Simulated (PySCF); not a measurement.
C₂H₄ClNOSi, SMILES Cl[Si@]1(O)C=NC1. The structure is a stationary point at B3LYP-D3(BJ)/def2-SVP. The structure was generated by enumeration; whether it is a known compound was not checked. One conformer was computed; it need not be the lowest.

Level of theory: B3LYP-D3(BJ)/def2-SVP (PySCF).

Harmonic wavenumbers (cm⁻¹): 103, 121, 193, 245, 276, 374, 428, 588, 693, 730, 807, 823, 903, 910, 969, 1137, 1181, 1265, 1419, 1620, 3064, 3119, 3139, 3869. Rotational constants (GHz): 3.625, 1.833, 1.514; symmetry number 1.

**Question.** Work out the zero-point energy and the ideal-gas rigid-rotor harmonic-oscillator thermochemistry at 298.15 K and 1 atm.

**Answer.** ZPE = ½ Σ hcν = ½ × 27978 cm⁻¹ = 167.35 kJ/mol. H − E(el) = 188.55 kJ/mol. Entropy in J/(mol K): translation 168.62, rotation 116.57, vibration 66.58, total 351.76. G − E(el) = 83.67 kJ/mol. Cp = 109.63 J/(mol K). Modes under 150 cm⁻¹ make the vibrational entropy uncertain.
